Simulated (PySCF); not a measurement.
C6H9N.
SMILES with atom numbers: `[CH3:1][c:2]1[cH:3][cH:4][cH:5][n:6]1[CH3:7]` (hydrogens: H8, H9, H10 on C1; H11 on C3; H12 on C4; H13 on C5; H14, H15, H16 on C7)

Cartesian coordinates in Å at the PBE0-D3(BJ)/def2-SVP level; atoms count from 1:
```
atom  x, y, z in Å
C1    -1.6338   -1.0278    0.1349
C2    -0.1934   -0.6576    0.1105
C3     0.9383   -1.4517    0.1167
C4     2.0691   -0.5930    0.0848
C5     1.5924    0.6985    0.0598
N6     0.2222    0.6526    0.0756
C7    -0.6500    1.7951    0.0574
H8    -2.1572   -0.6235    1.0184
H9    -2.1760   -0.6690   -0.7569
H10   -1.7336   -2.1208    0.1639
H11    0.9403   -2.5402    0.1421
H12    3.1170   -0.8866    0.0806
H13    2.1164    1.6519    0.0323
H14   -1.2854    1.8320    0.9567
H15   -0.0454    2.7103    0.0276
H16   -1.3061    1.7875   -0.8277
```

Computed at PBE0/pcSseg-1 (PySCF, non-relativistic), with Q(14N) = 0.02044 b: N6, 14N (I = 1): χzz = -3.326 MHz, η = 0.273.

Find the zero-field quadrupole resonance frequencies of 14N at N6.

From ν± = (3/4)|χ|(1 ± η/3) and ν0 = |χ|η/2: ν+ 2.721 MHz, ν− 2.268 MHz, ν0 0.453 MHz (pyrrole-type nitrogen).

In a crystal, neighbours and librations shift these lines. Isolated species at its PBE0-D3(BJ)/def2-SVP geometry, gas phase. A larger basis could move these couplings by a tenth or more.
